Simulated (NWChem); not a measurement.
Molecule: CH₄BFO₂; SMILES OB(O)CF

```xyz
9

O      1.3758    -0.5814     0.0000
B      0.0254    -0.5986     0.0000
O     -0.6038    -1.8019     0.0000
C     -0.7506     0.7951     0.0000
F      0.1719     1.8332     0.0000
H      1.6849     0.3336     0.0000
H     -1.5621    -1.7429     0.0000
H     -1.4010     0.9056    -0.8873
H     -1.4010     0.9056     0.8873
```
Atoms are numbered in this order, from 1.

All runs: NWChem. The geometry was optimised at PBE0/def2-SVP. Atomic charges in e: unrestrained fits to the electrostatic potential beside Mulliken populations; buried atoms are poorly determined by the fit.

Problem. Estimate the computed values for B3LYP/def2-SVP. Quantities: ESP O1; Mulliken O1; ESP B2; Mulliken B2; ESP O3; Mulliken O3; ESP C4; Mulliken C4; ESP F5; Mulliken F5; relative RMS misfit of the potential (%).

Solution. 
```json
{
  "ESP O1": "-0.55",
  "Mulliken O1": "-0.10",
  "ESP B2": "0.50",
  "Mulliken B2": "-0.09",
  "ESP O3": "-0.56",
  "Mulliken O3": "-0.11",
  "ESP C4": "0.14",
  "Mulliken C4": "0.20",
  "ESP F5": "-0.28",
  "Mulliken F5": "-0.30",
  "relative RMS misfit of the potential (%)": "16"
}
```
